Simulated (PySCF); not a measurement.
BH₂, SMILES [BH2+], charge +1. Geometry optimised at r2SCAN-D4/def2-TZVPD.

TDDFT-ωB97X/def2-TZVPD in PySCF 2.14.0 puts the lowest singlet excitations at 7.48, 7.48, 11.53, 11.53, 14.58, 15.88 eV and the lowest triplet (TDA) at 6.63 eV.

Task: What are the lowest singlet roots from EOM-CCSD/aug-cc-pVDZ (PySCF)? (An estimate is asked for; the answer gives what the named calculation found.)

Result: 7.46, 7.46, 12.32, 12.32, 14.80, 16.27 eV; triplets 6.71, 6.71, 9.03 eV. S1 differs by -0.02 eV (second minus first; roots are paired by order, and the bases may differ).
